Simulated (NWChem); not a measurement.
Molecule: GeHOBr, singlet; SMILES [OH][Ge][Br]

```xyz
4

Ge     0.3353     1.0046     0.0000
Br     0.0180    -1.3225     0.0000
O     -1.3904     1.4557     0.0000
H     -1.5190     2.4135     0.0000
```
Atoms are numbered in this order, from 1.

Level: PBE0/def2-SVP (NWChem), optimised geometry, unscaled harmonic frequencies. Low-valent species are run as closed-shell singlets; no triplet was tried in these runs. This build's default masses of Se (78.918 u) and Br (79.917 u) are each other's, which moves their modes by up to 0.6 %.

**Question.** List the harmonic frequencies with IR intensities, and the thermochemistry.

**Answer.** 
| frequency (cm⁻¹) | IR intensity (km/mol) |
|---|---|
| 188 | 0.4 |
| 292 | 53.7 |
| 452 | 103.9 |
| 700 | 97.7 |
| 806 | 119.5 |
| 3864 | 116.0 |

```json
{
  "zero_point_energy": "9.0 kcal/mol",
  "thermal correction to the enthalpy at 298.15 K (with zero-point energy)": "12.3 kcal/mol",
  "heat capacity Cv": "12.3 cal/(mol K)",
  "entropy at 298.15 K and 1 atm (symmetry number 1)": "72.7 cal/(mol K)",
  "dipole_moment": "3.24 D"
}
```

Rigid rotor and harmonic oscillator.
